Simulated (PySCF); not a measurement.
Harmonic spectrum computed at PBE0 in the def2-TZVP basis family (core potentials from Rb on, PySCF, no spin–orbit coupling):

```tsv
ω (cm⁻¹)	IR (km/mol)
200	22.6
289	0.0
385	269
581	126
601	91.6
611	132
744	0.7
3882	5.2
3883	63.2
```

**Question.** Which molecule gave it? In each, all ligands are bound to the one heavy central atom.
A. P(OH)₂ (doublet)
B. Si(OH)₂ (singlet)
C. Sn(OH)₂ (singlet)
D. Te(OH)₂ (singlet)
E. Se(OH)₂ (singlet)

**Answer.** C. It has C2v symmetry with O–H 0.960 Å (×2), Sn–O 1.981 Å (×2).
